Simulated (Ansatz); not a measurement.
Cost and result for the atomization energy of CH$_{3}$BFN (`FB1CN1`) (7 atoms, 7 bonds).

```csv
atom,x (Å),y (Å),z (Å)
F1,-0.051,-0.402,2.205
B2,-0.003,-0.203,0.907
C3,-0.262,0.615,-0.374
N4,0.389,-0.728,-0.266
H5,0.386,1.439,-0.674
H6,-1.238,0.636,-0.859
H7,0.779,-1.358,-0.939
```

Total charge 0; spin multiplicity 1. All single points use the PBE0-D4/def2-TZVP geometry. Program: Ansatz. All runs use 2 threads of an Arm Neoverse V2 on a shared host. Times are those of one run each, without the atoms' runs, and a repeat can differ threefold. Electronic energies, without spin–orbit coupling; frozen cores. CCSD(T)/CBS adds CCSD(T) − MP2 in def2-TZVPP to the MP2 limit, and its time is that of the two runs behind it. T1 = 0.012. B3LYP takes the VWN-RPA correlation (the form of Gaussian; ORCA's B3LYP/G).

CCSD(T)/CBS is a level of theory with its own doubt, some kJ/mol a heavy atom from the limit and from the frozen cores, so smaller differences don't rank the functionals.

| level | functions | wall time |
| --- | --- | --- |
| LDA (SPW92)/def2-TZVPP | 166 | 0.8 s |
| revPBE-D4/def2-TZVPP | 166 | 1.4 s |
| BLYP-D4/def2-TZVPP | 166 | 1.4 s |
| CCSD(T)/def2-SVP | 71 | 1.5 s |
| BHLYP-D4/def2-TZVPP | 166 | 2 s |
| CAM-B3LYP-D4/def2-TZVPP | 166 | 2 s |
| B3LYP-D4/def2-TZVPP (with forces) | 166 | 2.4 s |
| B2PLYP/def2-TZVPP | 166 | 3.1 s |
| B97M-V/def2-TZVPP | 166 | 6 s |
| ωB97M-V/def2-TZVPP (with forces) | 166 | 7 s |
| MP2/def2-QZVPP | 318 | 10 s |
| CCSD(T)/def2-TZVPP | 166 | 31 s |
| CCSD(T)/CBS(def2) | – | 41 s |

What atomization energy does each give, and how far from CCSD(T)/CBS? (An estimate is asked.)

Computed: 
```
                            level  atomization (kJ/mol)  difference from CCSD(T)/CBS  per bond
           LDA (SPW92)/def2-TZVPP                3316.7                        497.0      71.0
             revPBE-D4/def2-TZVPP                2849.4                         29.7       4.2
               BLYP-D4/def2-TZVPP                2860.9                         41.2       5.9
                 CCSD(T)/def2-SVP                2688.1                       -131.6     -18.8
              BHLYP-D4/def2-TZVPP                2734.1                        -85.6     -12.2
          CAM-B3LYP-D4/def2-TZVPP                2864.8                         45.1       6.4
B3LYP-D4/def2-TZVPP (with forces)                2846.5                         26.8       3.8
                B2PLYP/def2-TZVPP                2818.5                         -1.2      -0.2
                B97M-V/def2-TZVPP                2849.7                         30.0       4.3
 ωB97M-V/def2-TZVPP (with forces)                2854.8                         35.1       5.0
                   MP2/def2-QZVPP                2875.8                         56.1       8.0
               CCSD(T)/def2-TZVPP                2739.6                        -80.1     -11.4
                CCSD(T)/CBS(def2)                2819.7                          0.0       0.0
```

Leaving LDA and LC-ωPBE aside and taking each functional with its dispersion term where it has one, the values, not all of them listed here, spread over 207.7 kJ/mol, from BHLYP-D4 to PBE-D4. LDA lies +383.6 kJ/mol from PBE without D4, its usual overbinding. From PBE to PBE0 (25 % exact exchange), in def2-TZVPP and without D4, the atomization energy moves by −77.2 kJ/mol: exact exchange takes away binding that semilocal exchange gives to molecules. In def2-TZVPP, CCSD(T) changes the Hartree–Fock value by +729.0 kJ/mol (the triples alone add +49.5 kJ/mol) and MP2 by +817.3 kJ/mol; breaking electron pairs costs correlation energy, which Hartree–Fock lacks.
